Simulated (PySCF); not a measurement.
# Excitation energy of Bi by level of theory

Bi [Xe] 4f14 5d10 6s2 6p3 (4S) → Bi [Xe] 4f14 5d10 6s1 6p3 6d1 (6D), as a difference of total energies. Computed with PySCF 2.14 in aug-cc-pwCVDZ-PP with ECP60MDF (6s5p4d1f, 48 functions), with scalar relativity through the core potential. Correlated levels: valence and next inner shell: nothing frozen outside the core potential. The calculations carry no spin-orbit coupling.

```json
{"method": "UHF", "excitation energy (eV)": "13.517"}
{"method": "MP2 (valence and next inner shell)", "excitation energy (eV)": "15.723"}
{"method": "SCS-MP2 (valence and next inner shell)", "excitation energy (eV)": "15.646"}
{"method": "CCSD (valence and next inner shell)", "excitation energy (eV)": "15.301"}
{"method": "CCSD(T) (valence and next inner shell)", "excitation energy (eV)": "15.361"}
```

**Question.** How much does correlation contribute at CCSD(T) (valence and next inner shell)?

**Answer.** 15.361 − (13.517) = 1.844 eV, measured against UHF.

Spin-orbit coupling is strong in these open shells (close to jj coupling). The scalar numbers leave it out and a first-order estimate fails, so it can dominate the gap to the real levels.

The upper state lies above the first ionisation limit.

The promoted electron is Rydberg-like, and one or two diffuse shells describe it only roughly, which tends to raise the upper state.
